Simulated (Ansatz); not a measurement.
Input file for Ansatz (an electronic-structure program): U-SVWN5/def2-TZVPP on CH4Si (SMILES C[SiH]), 2S+1 = 1, a spin state set in the input, which need not be the lowest, at the other state's geometry.

Ansatz 0.2 input:
```yaml
crystal:
  periodic: [false, false, false]
  atoms:
    - {symbol: C, position_ang: [-1.11566785, -0.34404288, 0.02055981]}
    - {symbol: Si, position_ang: [0.66691631, 0.29664725, -0.02180770]}
    - {symbol: H, position_ang: [-1.29149413, -1.03716978, -0.80453668]}
    - {symbol: H, position_ang: [-1.81459686, 0.48720536, -0.07605665]}
    - {symbol: H, position_ang: [-1.31597946, -0.85195683, 0.96608754]}
    - {symbol: H, position_ang: [1.77924921, -0.68688304, 0.09645476]}
basis:
  gaussian:
    orbitals: def2-TZVPP
hamiltonian:
  xc: {name: SVWN5}
magnetization: {spin_polarized: true, initial_magnetization: 0}
```

Program output:

```
WARN ansatz: RAYON_NUM_THREADS=2 ignored (pool sized by the plan → 2); use --threads N
Functional definition: SVWN5
integrals: 0.03 GiB planned
704 factors; their error is unknown
mean field: 0.40 GiB planned
mean field evaluation 1: about -8926.0715 eV, gradient 4.6e1 eV
mean field evaluation 2: about -8903.6900 eV, gradient 6.9e1 eV
mean field evaluation 4: about -8935.7866 eV, gradient 4.0e0 eV
mean field evaluation 8: about -8935.9045 eV, gradient 5.0e-2 eV
mean field evaluation 16: about -8935.8813 eV, gradient 6.4e-5 eV
mean field evaluation 32: about -8935.8815 eV, gradient 8.1e-6 eV
mean field evaluation 64: about -8935.8469 eV, gradient 3.8e-1 eV
mean field -8935.88150386 eV, -328.3875883088 hartree, gradient 8.1e-6 eV, S^2 0.032567; 8 other end points of the search recorded, 0 dependent functions left out
reference -8935.88153566 eV, -328.3875894773 hartree; 12, 12 occupied and 117, 117 virtual orbitals, 704 factors
Total energy: -8935.88153566 eV, -328.3875894773 hartree
```

The run converged.

Cost: about 6 core-seconds (a rough figure).
